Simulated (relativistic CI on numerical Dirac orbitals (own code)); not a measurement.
Computed by Dirac-Coulomb-Breit CI, orbitals from a KLI potential per configuration, model QED (radiative potential, 1s self-energy scaled to tabulated hydrogen-like ionisation energies), unscaled Slater integrals (own radial code, finite nucleus).

The strongest absorption lines from the ground level of an ion, among the configurations computed and to levels below about 795 eV (vacuum wavelength in nm, gf): 1.5653 (0.47), 1.5790 (0.52), 1.5794 (0.7), 1.5882 (0.53), 1.6024 (1), 2.0210 (0.4), 2.0250 (0.58), 5.1410 (1.1).

Task: Which ion is it?
A. Te²³⁺
B. Cd²¹⁺
C. Te²⁵⁺
D. Te²⁷⁺

Result: C. Te²⁵⁺ has 27 electrons and the ground level 3s²3p⁶3d⁹ ²D5/2; the strongest line goes to 3s²3p⁵3d¹⁰ ²P°3/2. The pattern of lines fixes the number of electrons, and along that sequence the line energies rise steadily with the charge (about as its square where n changes within one kind of shell, about linearly where n is kept but much faster in heavy ions where fine structure, which grows about as Z⁴, sets the gap, and irregularly where shells cross), which fixes Z. Configurations outside the model, such as inner-shell arrays, can give stronger lines. At this charge energies of transitions that change n are usually good to better than 1 %, and those within a shell (Δn = 0) to a few per cent.

LS names give the leading component of a level, which can be under half, so a name can repeat, a term be missing and a line seem to break the LS rules.
